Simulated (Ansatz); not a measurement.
The cluster PPt₃⁻: single points at one geometry.

```yaml
crystal:
  periodic: [false, false, false]
  atoms:
    - {symbol: P, position_ang: [-0.459213, 0.844028, -0.003313]}
    - {symbol: Pt, position_ang: [-0.540935, -1.382286, 0.116052]}
    - {symbol: Pt, position_ang: [0.336898, 0.173643, -1.953654]}
    - {symbol: Pt, position_ang: [0.663250, 0.364605, 1.840916]}
basis:
  gaussian: {orbitals: def2-SVPD, initial_orbitals: start.molden}
total_charge: -1
hamiltonian: {xc: pbe0, dispersion: d4}
scf: {omitted_lower_state_checks: [starts]}
output: {orbitals: {seedname: orbitals}}
```

The file start.molden holds the orbitals of an earlier run on this structure, at another level or in another basis.

```sh
$ ansatz run in.yaml --threads 4 --pin off --events-out ev --progress --plain --max-ram 3916MiB
```

It prints (some lines left out):

```
Functional definition: PBE0
  name "PBE0"
  cite "Adamo & Barone, J. Chem. Phys. 110, 6158 (1999) doi:10.1063/1.478522"
  cite "Perdew, Burke & Ernzerhof, Phys. Rev. Lett. 77, 3865 (1996) doi:10.1103/PhysRevLett.77.3865"
  parent pbe
  parameter a = 0.25
  parameter kappa = 0.804
  parameter beta = 0.06672455060314922
  exchange = (1 - a)*pbe_x(kappa = kappa, mu = beta*pi^2/3) + a*exact_x
  correlation = pbe_c(beta = beta)
these checks for a lower state are left out or cut short: starts
1274 factors; their error is unknown
mean field evaluation 1: about -19026.8940 eV, gradient 1.0e1 eV
mean field evaluation 2: about -19027.0321 eV, gradient 1.4e-1 eV
mean field evaluation 4: about -19027.3914 eV, gradient 5.8e-4 eV
mean field -19027.39136268 eV, -699.2437353495 hartree, gradient 2.0e-5 eV, S^2 0.000000; 0 other end points of the search recorded, 0 dependent functions left out
reference -19027.39138853 eV, -699.2437362993 hartree; 35, 35 occupied and 94, 94 virtual orbitals, 1274 factors
Total energy: -19027.63859657 eV, -699.2528210273 hartree
Checks for a lower state left out: starts
```

Hardware: 4 threads of AMD EPYC 7B13 on a shared host. Wall time 1.9 s.

As the first input, with `gaussian: {orbitals: def2-TZVPD, initial_orbitals: start.molden}`, `hamiltonian: {xc: hse06, dispersion: d4}` (abridged; 3 s):

```
Functional definition: HSE06
mean field -19031.17921790 eV, -699.3829364611 hartree, gradient 7.0e-5 eV, S^2 0.000000
Total energy: -19031.42046511 eV, -699.3918021326 hartree
Checks for a lower state left out: starts
```

First input, but with `gaussian: {orbitals: def2-TZVPD, initial_orbitals: start.molden}`, `hamiltonian: {xc: {name: LC-wPBE}}` (abridged; 3.4 s):

```
Functional definition: LC-wPBE
mean field -19031.80681844 eV, -699.4060003559 hartree, gradient 3.3e-5 eV, S^2 0.000000
Total energy: -19031.80681845 eV, -699.4060003561 hartree
Checks for a lower state left out: starts
```

The first input with `gaussian: {orbitals: def2-TZVPD, initial_orbitals: start.molden}`, `hamiltonian: {xc: r2scan, dispersion: d4}`, `output: {forces: true, orbitals: {seedname: orbitals}}` (abridged; 5.5 s):

```
Functional definition: r2SCAN
mean field -19039.69510467 eV, -699.6958895277 hartree, gradient 2.1e-5 eV, S^2 0.000000
Total energy: -19039.74584256 eV, -699.6977541109 hartree
Atom 0 force     0.616675    -0.944004     0.003267 eV/Å
Atom 1 force     0.381327     1.134884    -0.088160 eV/Å
Atom 2 force    -0.419946    -0.051191     0.931523 eV/Å
Atom 3 force    -0.578055    -0.139689    -0.846630 eV/Å
Dipole moment:     0.112109    -0.233346     0.001811 e Å
Checks for a lower state left out: starts
```

First input, but with `gaussian: {orbitals: def2-TZVPD, initial_orbitals: start.molden}` (abridged; 3.3 s):

```
Functional definition: PBE0
mean field -19031.31731915 eV, -699.3880115887 hartree, gradient 1.3e-5 eV, S^2 0.000000
Total energy: -19031.56456826 eV, -699.3970978257 hartree
Checks for a lower state left out: starts
```

As the first input, with `gaussian: {orbitals: def2-TZVPD, initial_orbitals: start.molden}`, `hamiltonian: {xc: {name: wB97M-V}}` (abridged; 10 s):

```
Functional definition: wB97M-V
mean field -19026.52848771 eV, -699.2120252791 hartree, gradient 6.0e-5 eV, S^2 0.000000
Total energy: -19026.52855324 eV, -699.2120276873 hartree
Checks for a lower state left out: starts
```

Geometry: B3LYP-D4/def2-SVPD.

In the def2 sets Pt takes a core potential; there is no spin–orbit coupling. LC-ωPBE has ω = 0.4 bohr⁻¹. HSE06 is defined as in plane-wave codes, on full-range PBE exchange. The restricted singlet is unstable towards broken spin symmetry at other levels; at PBE0-D4/def2-SVPD, HSE06-D4/def2-TZVPD, LC-ωPBE/def2-TZVPD, ωB97M-V/def2-TZVPD this wasn't settled. At r2SCAN-D4/def2-TZVPD, PBE0-D4/def2-TZVPD the restricted singlet is unstable: a solution with broken spin symmetry lies lower. The geometry of the singlet was relaxed on an unsound state (restricted singlet, unstable towards broken spin symmetry at other levels and untested here). At PBE0-D4/def2-TZVPD a triplet of charge -1 lies 0.18 eV below the restricted singlet, each at its own geometry. The structure comes from a short search, and lower isomers may exist.
